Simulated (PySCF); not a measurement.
C₄H₈NSSi (doublet state).
Atom-mapped SMILES: `[CH3:1][S:2][Si:3]([NH2:4])[CH:5]1[CH:6]=[CH:7]1` (hydrogens: H8, H9, H10 on C1; H11, H12 on N4; H13 on C5; H14 on C6; H15 on C7)

Cartesian coordinates in Å at the GFN2-xTB level; atoms count from 1:
```
atom  x, y, z in Å
C1     2.721   -0.457   -0.119
S2     1.302    0.611   -0.497
Si3   -0.205   -0.398    0.711
N4    -0.220   -2.021    0.118
C5    -1.779    0.624    0.435
C6    -1.832    1.599   -0.721
C7    -1.744    2.129    0.457
H8     2.431   -1.497   -0.223
H9     3.062   -0.259    0.893
H10    3.503   -0.209   -0.829
H11   -0.784   -2.717    0.577
H12   -0.196   -2.187   -0.880
H13   -2.711    0.143    0.738
H14   -1.868    1.674   -1.778
H15   -1.685    2.975    1.094
```

The hyperfine couplings belong to this conformer and change with its torsions.

Computed, not measured: UKS B3LYP, pcH-1 on C H N S Si, non-relativistic, mean-field spin-orbit, GIAO in PySCF. Isolated species at its GFN2-xTB geometry (one conformer only). Couplings are sensitive to structure, and on GFN2-xTB geometries they can be far from those on DFT ones, by a factor of two or more for some ions and for spin on atoms past the first row. No stability test was run, so a lower SCF solution isn't excluded.

Q: Break the g tensor into its mass correction, gauge correction and orbital-Zeeman/spin–orbit terms.

A: 
```tsv
Δg (ppm)	1	2	3
relativistic mass correction	-166	-166	-166
gauge correction	42	64	69
orbital Zeeman/spin–orbit	-544	1083	4080
total	-668	981	3983
```

So g = 2.00165, 2.00330, 2.00630 and g_iso = 2.00375; the tensor is rhombic: the two nearest values differ by 35 % of g3 − g1. 

Q: What are the electron Larmor frequencies g μB B/h along the three axes at 340 mT?

A: 9.5253, 9.5332, 9.5474 GHz for g1, g2 and g3, a range of 22.1 MHz.

Q: What effective moment and Curie constant follow for a powder?

A: With the mean of g² = 4.0150 and S(S+1) = 0.75: μ_eff = √(⟨g²⟩S(S+1)) = 1.735 μB and χT = 0.12505·⟨g²⟩·S(S+1) = 0.377 cm³ K/mol (cgs; spin-Hamiltonian part alone).

Q: In a frozen sample, at which fields do the three g values resonate at 9.5, 34, 94 and 263 GHz (hyperfine left aside), and which band first spreads them over more than twice a line width of 1.0 mT?

A: 
```json
{"band": "X", "GHz": "9.5", "B(g3) mT": "338.31", "B(g2) mT": "338.82", "B(g1) mT": "339.10", "spread mT": "0.79"}
{"band": "Q", "GHz": "34.0", "B(g3) mT": "1210.80", "B(g2) mT": "1212.61", "B(g1) mT": "1213.61", "spread mT": "2.81"}
{"band": "W", "GHz": "94.0", "B(g3) mT": "3347.49", "B(g2) mT": "3352.51", "B(g1) mT": "3355.27", "spread mT": "7.78"}
{"band": "J", "GHz": "263.0", "B(g3) mT": "9365.86", "B(g2) mT": "9379.90", "B(g1) mT": "9387.63", "spread mT": "21.76"}
```

The spread grows in proportion to the frequency. Q band is the first where it exceeds 2.0 mT.

The largest Mulliken spin populations are on Si3 (+0.77) and S2 (+0.08). No atom but Si3 exceeds +0.15. The angles at Si3 add up to 325.4°, so it is pyramidal.

The HOMO–LUMO gaps are 4.49 eV among the α and 4.06 eV among the β orbitals.
